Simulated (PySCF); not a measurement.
Working out the ionisation energy of Zr+

Zr+ [Kr] 4d2 5s1 (4F) → Zr(2+) [Kr] 4d2 (3F). All numbers are calculated (PySCF 2.14, scalar relativity through the core potential, in def2-QZVPPD with the def2 core potential (28 electrons) (7s5p4d3f2g, 81 functions)). Frozen: nothing. Energies in hartree (1 hartree = 27.21139 eV):

```tsv
part	Zr+ (lower)	Zr(2+) (upper)
UHF	-46.255045	-45.803131
CCSD correlation	-0.279688	-0.254962
(T)	-0.007520	-0.005791
```

Question: What does Hartree-Fock give?

Answer: (-45.803131) − (-46.255045) = 0.451914 hartree = 12.297 eV.

Question: What do CCSD and CCSD(T) give?

Answer: The CCSD correlation energies differ by 0.024726 hartree = 0.673 eV and the triples by 0.001729 hartree = 0.047 eV, so CCSD gives 12.970 eV and CCSD(T) 13.017 eV.

Reference: 13.13 eV (measured; NIST Atomic Spectra Database, ionization energies), between the lowest levels; spin-orbit coupling is absent from the calculation.

What remains against the reference includes basis incompleteness and higher excitations.
